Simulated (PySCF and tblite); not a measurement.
Results of a calculation; reference values are marked as such.
# C₈H₁₂O₂, numbered as in [CH3:1][O:2][c:3]1[cH:4][c:5]([CH:6]([CH3:7])[CH3:8])[cH:9][o:10]1: conformational analysis

Free energies: CAM-B3LYP-D3(BJ)/6-31G* on GFN2-xTB structures plus GFN2-xTB thermal terms, symmetry and mirror images included. Conformers within 2.5 kcal/mol (GFN2-xTB free energy) were kept, 5 at most. GIAO shieldings: CAM-B3LYP/6-31G*. Codes: tblite and PySCF.

Torsions listed: C1–O2–C3–O10, C4–C5–C6–C7.

```
conformer       shape  symmetry  E(GFN2) kcal/mol  E(DFT) kcal/mol  G(298.15 K) kcal/mol  weight %  dipole D
        1  180°, -61°        Cs              1.55             0.00                  0.00      64.6      1.97
        2    0°, -61°        Cs              0.00             0.81                  0.70      20.0      0.88
        3  180°, 119°        Cs              1.71             1.28                  1.03      11.3      2.04
        4    0°, 119°        Cs              0.24             2.03                  1.63       4.1      0.81
```

Weights (%) against temperature:

| T (K) | 1 | 2 | 3 | 4 | S(mix) cal/mol/K |
| --- | --- | --- | --- | --- | --- |
| 250 | 71.8 | 17.6 | 8.2 | 2.4 | 1.67 |
| 298.15 | 64.6 | 20.0 | 11.3 | 4.1 | 1.95 |
| 350 | 58.3 | 21.5 | 14.1 | 6.1 | 2.17 |

Coordinates of conformer 1 (Å):

```xyz
22

C     3.289   -0.691   -1.429
O     2.984   -1.173   -0.140
C     1.745   -0.871    0.308
C     0.701   -0.182   -0.232
C    -0.333   -0.218    0.752
C    -1.693    0.397    0.645
C    -1.581    1.914    0.484
C    -2.465   -0.216   -0.524
C     0.177   -0.923    1.794
O     1.449   -1.327    1.532
H     3.237    0.402   -1.464
H     4.306   -1.016   -1.635
H     2.610   -1.108   -2.179
H     0.658    0.290   -1.191
H    -2.232    0.180    1.574
H    -1.057    2.160   -0.436
H    -2.571    2.364    0.449
H    -1.034    2.345    1.319
H    -1.958   -0.010   -1.464
H    -2.543   -1.294   -0.404
H    -3.468    0.202   -0.575
H    -0.232   -1.202    2.744
```

Coordinates of conformer 2 (Å):

```xyz
22

C     4.024    0.523   -0.187
O     2.976   -0.344    0.198
C     1.736    0.051   -0.141
C     0.550   -0.575    0.097
C    -0.451    0.267   -0.470
C    -1.928    0.025   -0.474
C    -2.253   -1.267   -1.226
C    -2.459   -0.037    0.959
C     0.212    1.326   -1.002
O     1.554    1.206   -0.806
H     4.941    0.054    0.163
H     4.057    0.642   -1.274
H     3.909    1.508    0.274
H     0.419   -1.505    0.607
H    -2.405    0.864   -0.991
H    -3.328   -1.425   -1.258
H    -1.878   -1.217   -2.245
H    -1.792   -2.118   -0.731
H    -2.003   -0.865    1.496
H    -2.231    0.884    1.489
H    -3.538   -0.179    0.956
H    -0.122    2.200   -1.523
```

Search and properties took 2.5 min on 1 thread of Arm Neoverse V1, shared host (rough), launched as `OMP_NUM_THREADS=1 python ens_run.py task.json out`.


Conformer gaps in 6-31G* on xTB geometries can be 2 kcal/mol off for S=O, P=O and other polar bonds.